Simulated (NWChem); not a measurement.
## Polarisability of H₂Sb (+1)

```xyz
3

Sb     0.0000     0.0000    -0.0457
H      1.2150     0.0000     1.1664
H     -1.2150     0.0000     1.1664
```
Charge +1, spin multiplicity 1.

The numbers come from NWChem runs, not from measurements. All single points use one geometry, from PBE0/def2-SVP with def2 effective core potentials on Sb, a minimum by its harmonic frequencies.

Basis set: def2-SVPD. Static limit.

```csv
method,isotropic polarisability (bohr³),difference from CCSD linear response
HF,31.31,+0.43
PBE,30.67,-0.21
B3LYP,30.58,-0.30
BHandHLYP,30.65,-0.23
CCSD linear response,30.88,0.00
```

The values span 0.73 bohr³, from B3LYP (lowest) to HF (highest). 

Effective core potentials replace the inner electrons of Sb; spin-orbit coupling is left out. The correlated methods keep 4 core orbitals frozen. B3LYP has NWChem's definition, with VWN1-RPA local correlation. The spin multiplicity of the parent species was assumed, not shown to be that of its ground state. The structure started from a generated list of species. Differences from the coupled-cluster row are differences between methods, not errors against experiment.
